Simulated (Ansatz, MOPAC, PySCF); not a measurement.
System: Si2H5F (charge 0, singlet). SMILES: [SiH2](F)[SiH3]
Coordinates optimised at B3LYP-D3(BJ)/def2-TZVP (Ansatz, an electronic-structure program):
```
Si
F 1 1.6136
H 1 1.4817 2 107.62
H 1 1.4817 3 108.93 2 -116.40
Si 1 2.3467 3 111.48 4 -123.43
H 5 1.4821 1 110.61 3 -179.60
H 5 1.4821 6 109.25 1 -121.98
H 5 1.4841 6 108.99 7 -119.00
```
Charge 0, spin multiplicity 1.

Unscaled harmonic wavenumbers (cm⁻¹) in rising order, each level at the stationary point that it reaches from this structure (no distance between atoms moves by over 0.3 Å); the order of modes can differ between levels, and a negative number is imaginary. B3LYP-D3(BJ)/def2-TZVP (PySCF, at the structure above): 101, 164, 359, 409, 518, 619, 741, 843, 853, 914, 945, 951, 966, 2210, 2223, 2224, 2226, 2234.

AM1 (MOPAC): 34, 188, 314, 386, 421, 461, 672, 688, 707, 794, 795, 829, 1129, 2213, 2215, 2231, 2231, 2239. Zero-point energy 26.5 against 27.9 kcal/mol; where all levels lie over 400 cm⁻¹, the wavenumbers are on average 0.919 times those of B3LYP-D3(BJ)/def2-TZVP.

PM3 (MOPAC): 59, 171, 329, 394, 454, 512, 692, 738, 768, 874, 874, 879, 927, 1890, 1892, 1914, 1921, 1938. Zero-point energy 24.6 against 27.9 kcal/mol; where all levels lie over 400 cm⁻¹, the wavenumbers are on average 0.891 times those of B3LYP-D3(BJ)/def2-TZVP.

HF/3-21G (Ansatz): 105, 164, 390, 405, 567, 665, 829, 910, 925, 986, 995, 996, 1046, 2279, 2290, 2293, 2324, 2328. Zero-point energy 29.3 against 27.9 kcal/mol; where all levels lie over 400 cm⁻¹, the wavenumbers are on average 1.064 times those of B3LYP-D3(BJ)/def2-TZVP.

HF/6-31G* (Ansatz): 107, 183, 409, 457, 581, 686, 814, 918, 953, 1015, 1027, 1039, 1063, 2362, 2373, 2373, 2394, 2397. Zero-point energy 30.2 against 27.9 kcal/mol; where all levels lie over 400 cm⁻¹, the wavenumbers are on average 1.091 times those of B3LYP-D3(BJ)/def2-TZVP.
